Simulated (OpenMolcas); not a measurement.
## Computed transition rates of Br+

* Program: OpenMolcas 26.06
* Method: SS-CASPT2, IPEA 0.25 Eh, imaginary shift 0.1 Eh (closed shells correlated: 3d 4s)
* Basis: ANO-R3 [7s6p5d4f2g]
* Scalar Hamiltonian: X2C, finite nucleus
* Active space: 4 electrons in 3 orbitals (4p)
* State averaging: 2S+1 = 3 even, 3 roots; 2S+1 = 1 even, 6 roots
* Spin-orbit coupling: RASSI with atomic mean-field integrals over the reference wave functions, term energies averaged over their components

Rates come from the transition moments of the reference wave functions (E1 and E2 in the length form). At fixed line strength A goes as λ^-3 for E1 and M1 and as λ^-5 for E2, so a rate at the computed wavelength can be rescaled to the measured one. Measured vacuum wavelengths follow from level energies in NIST Handbook of Basic Atomic Spectroscopic Data. Branching counts decays inside the model space alone, at computed energies, and the table is only a selection of the E2 and M1 lines, drawn from those between levels with measured partners whose computed energy lies within a factor of 1.5 of the measured one.

```json
{"Upper": "4s2 4p4 1S0", "Lower": "4s2 4p4 3P1", "Type": "M1", "λ computed (nm)": "392.2", "λ measured (nm)": "404.4", "A computed (s-1)": "2.04e+01", "A rescaled (s-1)": "", "Branching %": "81.8"}
{"Upper": "4s2 4p4 1S0", "Lower": "4s2 4p4 1D2", "Type": "E2", "λ computed (nm)": "613.9", "λ measured (nm)": "633.8", "A computed (s-1)": "4.13e+00", "A rescaled (s-1)": "3.52e+00", "Branching %": "16.5"}
{"Upper": "4s2 4p4 1D2", "Lower": "4s2 4p4 3P2", "Type": "M1", "λ computed (nm)": "826", "λ measured (nm)": "827.2", "A computed (s-1)": "1.67e+00", "A rescaled (s-1)": "", "Branching %": "86.1"}
{"Upper": "4s2 4p4 3P1", "Lower": "4s2 4p4 3P2", "Type": "M1", "λ computed (nm)": "3453", "λ measured (nm)": "3188", "A computed (s-1)": "5.35e-01", "A rescaled (s-1)": "6.80e-01", "Branching %": "100.0"}
{"Upper": "4s2 4p4 1S0", "Lower": "4s2 4p4 3P2", "Type": "E2", "λ computed (nm)": "352.2", "λ measured (nm)": "358.8", "A computed (s-1)": "4.27e-01", "A rescaled (s-1)": "", "Branching %": "1.7"}
{"Upper": "4s2 4p4 1D2", "Lower": "4s2 4p4 3P1", "Type": "M1", "λ computed (nm)": "1086", "λ measured (nm)": "1117", "A computed (s-1)": "2.52e-01", "A rescaled (s-1)": "", "Branching %": "12.9"}
{"Upper": "4s2 4p4 3P0", "Lower": "4s2 4p4 3P1", "Type": "M1", "λ computed (nm)": "13490", "λ measured (nm)": "14270", "A computed (s-1)": "2.16e-02", "A rescaled (s-1)": "1.82e-02", "Branching %": "97.3"}
{"Upper": "4s2 4p4 1D2", "Lower": "4s2 4p4 3P2", "Type": "E2", "λ computed (nm)": "826", "λ measured (nm)": "827.2", "A computed (s-1)": "1.73e-02", "A rescaled (s-1)": "", "Branching %": "0.9"}
{"Upper": "4s2 4p4 3P0", "Lower": "4s2 4p4 3P2", "Type": "E2", "λ computed (nm)": "2749", "λ measured (nm)": "2606", "A computed (s-1)": "5.96e-04", "A rescaled (s-1)": "7.78e-04", "Branching %": "2.7"}
```

Spin-changing lines and M1 lines between different terms are not rescaled, since their strength hangs on the term gaps too.

The largest correction is for 4s2 4p4 3P0 → 4s2 4p4 3P2 (E2): 5.96e-04 × (2749 / 2606)^5 = 7.78e-04 s-1, a factor of 1.31.

The computed rate and branching of 4s2 4p4 3P1 → 4s2 4p4 3P2 give the upper level a radiative lifetime of 1.000 / 5.35e-01 s-1 = 1.87e+00 s, counting decays inside the model space alone. The rescaled rate gives about 1.5e+00 s.

No measured rate stands beside these. Rescaling mends the energy factor alone: line strengths can still be far off where a level mixes with configurations outside the active space, and weak or spin-changing lines hang on small mixing coefficients that depend on the term gaps too, so rescaling need not improve them.

Term energies are means over components that CASPT2 splits; among the terms shown or strongly mixed into the levels shown the widest spread is 170 cm-1 (4s2 4p4 1D). With the s shell closed, the reference lacks s² → p² mixing. Computed and measured levels are paired by configuration, term and J; levels that our copy of the source lacks, or whose pairing is in doubt (as where it misses far off the trend of its configuration), stay unpaired. Only configurations of the active space appear.
